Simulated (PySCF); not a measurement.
## Shapes and spin states of FeO(OH)

These are results of PBE0 in PySCF with Fe def2-SVP, O def2-SVP, H def2-SVP; no relativity; density-fitted integrals, not measurements.

Relaxations began from a few typed shapes and spin states; open shells are unrestricted. The search is not exhaustive: other isomers or separated fragments can lie lower, and high-lying points may rest on an excited occupation.

Order these stationary points by electronic energy, lowest first, in kJ/mol from the lowest minimum.
A. broken-symmetry Ms = 3/2 (⟨S²⟩ 4.46) Cs: Fe–O 1.715 Å, Fe–O 1.755 Å, O–H 0.958 Å; Fe–O–H 137.4°, O–Fe–O 178.7°
B. sextet Cs: Fe–O 1.625 Å, Fe–O 1.785 Å, O–H 0.958 Å; Fe–O–H 136.0°, O–Fe–O 166.9°
C. broken-symmetry Ms = 1/2 (⟨S²⟩ 2.09) Cs: Fe–O 1.578 Å, Fe–O 1.720 Å, O–H 0.955 Å; Fe–O–H 175.1°, O–Fe–O 177.8°

B (0.0), A (13.3), C (104.2).

Which of them are minima?

By energy in kJ/mol, 0.0: minimum; 13.3: minimum; 104.2: minimum.

For the lowest minimum: with open d or f shells other occupations or spin states may lie lower.
